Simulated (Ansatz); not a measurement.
Consider the formal exchange of groups at the Si–B bond: `CB(O)[SiH]1CO1` + SiH₄ → `[SiH3][SiH]1CO1` + `CBO`.

Computed with Ansatz on PBE0-D4/def2-TZVP structures; ΔE is electronic, products minus reactants. CCSD(T)/CBS adds triple-zeta CCSD(T) − MP2 to the extrapolated MP2 energy (def2 sets, frozen cores). This one scheme is used for every species. Each species was taken in one conformer, which may not be the lowest.

`CB(O)[SiH]1CO1`:

```xyz
13

C     0.343   -1.873    0.042
B     0.209   -0.622    0.963
O     0.551   -0.730    2.272
Si   -0.441    1.140    0.195
C    -0.170    1.610   -1.543
O    -1.456    1.066   -1.142
H    -0.584   -2.051   -0.513
H     0.613   -2.777    0.594
H     1.109   -1.693   -0.722
H     0.441    0.072    2.788
H    -0.771    2.235    1.153
H    -0.219    2.652   -1.854
H     0.376    0.970   -2.234
```

SiH₄:

Z-matrix (Å, degrees):
```
Si
H 1 1.485
H 1 1.485 2 109.5
H 1 1.485 2 109.5 3 -120.0
H 1 1.485 2 109.5 3 120.0
```

`[SiH3][SiH]1CO1`:

Cartesian coordinates in Å:
```
Si 0.874 0.620 1.456
Si -0.583 -0.535 0.053
C -0.468 -0.412 -1.753
O -1.455 0.392 -1.035
H 0.124 1.307 2.541
H 1.832 -0.338 2.070
H 1.618 1.623 0.652
H -1.326 -1.672 0.654
H 0.300 0.184 -2.243
H -0.917 -1.167 -2.396
```

`CBO`:

Z-matrix (Å, degrees):
```
C
B 1 1.559
H 1 1.096 2 110.2
H 1 1.092 2 113.4 3 122.1
H 1 1.096 2 110.2 3 -115.8
O 2 1.357 1 119.4 3 -122.1
H 2 1.207 1 121.8 3 57.8
H 6 0.960 2 113.1 1 180.0
```

```json
{"species": "`CB(O)[SiH]1CO1`", "CCSD(T)/CBS(def2) energy (Eh)": "-544.57357"}
{"species": "SiH₄", "CCSD(T)/CBS(def2) energy (Eh)": "-291.46306"}
{"species": "`[SiH3][SiH]1CO1`", "CCSD(T)/CBS(def2) energy (Eh)": "-694.95910"}
{"species": "`CBO`", "CCSD(T)/CBS(def2) energy (Eh)": "-141.08489"}
```

Task: Work out ΔE.

Result: ΔE = (-694.95910) + (-141.08489) − (-544.57357) − (-291.46306) = -0.00736 Eh = -4.6 kcal/mol.

Largest T1 diagnostic among the species: 0.015.

Leaving LDA and LC-ωPBE aside and taking each functional with its dispersion term where it has one, the values, not all of them listed here, spread over 1.5 kcal/mol, from PBE-QIDH to BLYP-D4. LDA lies +0.9 kcal/mol from PBE without D4. The D4 term adds +0.7 kcal/mol with B3LYP and +0.5 kcal/mol with PBE0; it sums over pairs of atoms, weighted by their polarisabilities, and B3LYP, whose exchange is more repulsive, gets the larger term. At CCSD(T), def2-SVP lies +1.8 kcal/mol from the extrapolated value and def2-TZVPP +0.6 kcal/mol.

B3LYP here is the variant with VWN-RPA as its local correlation; programs differ in this.
